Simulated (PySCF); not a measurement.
Ionisation energy of In by level of theory

In [Kr] 4d10 5s2 5p1 (2P) → In⁺ [Kr] 4d10 5s2 (1S), as a difference of total energies. Computed with PySCF 2.14 in aug-cc-pVDZ-PP with ECP28MDF, with scalar relativity through the core potential. Correlated levels: valence: 4s2 4p6 4d10 frozen. The calculations carry no spin-orbit coupling.

```tsv
method	ionisation energy (eV)	error (eV)
UHF	5.203	-0.400
MN15	5.653	+0.050
PBE	5.580	-0.023
MP2 (valence)	5.335	-0.268
SCS-MP2 (valence)	5.313	-0.290
CCSD (valence)	5.394	-0.209
CCSD(T) (valence)	5.407	-0.196
```

Reference: 5.603 eV (measured; NIST levels, between the centres of gravity of the two terms).

Errors of the correlated levels include the incompleteness of this basis and the frozen core.
